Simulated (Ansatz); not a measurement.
Reaction (cleavage of the B–Si bond): `B[Si](Cl)(Cl)Cl` + `[OH][Al]([Cl])[Cl]` → `B[O][Al]([Cl])[Cl]` + trichlorosilane

Computed with Ansatz on PBE0-D4/def2-TZVP structures; ΔE is electronic, products minus reactants. CCSD(T)/CBS adds triple-zeta CCSD(T) − MP2 to the extrapolated MP2 energy (def2 sets, frozen cores). This one scheme is used for every species. DFT in def2-TZVPP. Each species was taken in one conformer, which may not be the lowest.

`B[Si](Cl)(Cl)Cl`:

```xyz
7

B    -0.884   -0.475    0.792
Si    0.447    0.277   -0.494
Cl    0.645   -0.805   -2.213
Cl    2.213    0.196    0.545
Cl    0.085    2.214   -1.026
H    -1.078   -1.651    0.826
H    -1.429    0.244    1.571
```

`[OH][Al]([Cl])[Cl]`:

```xyz
5

O    -1.126   -0.247    0.654
Al    0.329    0.206   -0.047
Cl    1.383    1.778    0.792
Cl    1.081   -0.774   -1.720
H    -1.667   -0.962    0.321
```

`B[O][Al]([Cl])[Cl]`:

Cartesian coordinates in Å:
```
B 1.152 0.312 1.067
O 0.196 0.041 0.172
Al -1.005 -0.275 -0.933
Cl -2.228 -1.923 -0.670
Cl -1.257 0.983 -2.556
H 0.895 1.019 2.005
H 2.248 -0.157 0.916
```

`Cl[SiH](Cl)Cl`:

```xyz
5

Cl    0.832    1.755    0.456
Si   -0.064    0.018   -0.090
Cl    1.354   -1.367   -0.529
Cl   -1.219   -0.657    1.436
H    -0.903    0.251   -1.273
```

```json
{"level": "LDA (SPW92)", "ΔE (kJ/mol)": "-152.3", "difference from CCSD(T)/CBS": "0.9"}
{"level": "PBE0-D4", "ΔE (kJ/mol)": "-146.8", "difference from CCSD(T)/CBS": "6.4"}
{"level": "CAM-B3LYP-D4", "ΔE (kJ/mol)": "-162.7", "difference from CCSD(T)/CBS": "-9.5"}
{"level": "r2SCANh", "ΔE (kJ/mol)": "-154.7", "difference from CCSD(T)/CBS": "-1.5"}
{"level": "LC-ωPBE", "ΔE (kJ/mol)": "-152.6", "difference from CCSD(T)/CBS": "0.6"}
{"level": "RPA@PBE/def2-TZVPP", "ΔE (kJ/mol)": "-154.6", "difference from CCSD(T)/CBS": "-1.4"}
{"level": "MP2/def2-SVP", "ΔE (kJ/mol)": "-180.4", "difference from CCSD(T)/CBS": "-27.2"}
{"level": "CCSD/def2-SVP", "ΔE (kJ/mol)": "-177.2", "difference from CCSD(T)/CBS": "-24.0"}
{"level": "HF/def2-TZVPP", "ΔE (kJ/mol)": "-172.0", "difference from CCSD(T)/CBS": "-18.8"}
{"level": "SCS-MP2/def2-QZVPP", "ΔE (kJ/mol)": "-159.9", "difference from CCSD(T)/CBS": "-6.7"}
{"level": "CCSD(T)/CBS", "ΔE (kJ/mol)": "-153.2", "difference from CCSD(T)/CBS": "0"}
```

Largest T1 diagnostic among the species: 0.011.

The D4 term adds +4.4 kJ/mol with B3LYP and +2.3 kJ/mol with PBE0; it sums over pairs of atoms, weighted by their polarisabilities, and B3LYP, whose exchange is more repulsive, gets the larger term. At CCSD(T), def2-SVP lies −24.0 kJ/mol from the extrapolated value and def2-TZVPP −1.3 kJ/mol.

B3LYP here is the variant with VWN-RPA as its local correlation; programs differ in this.
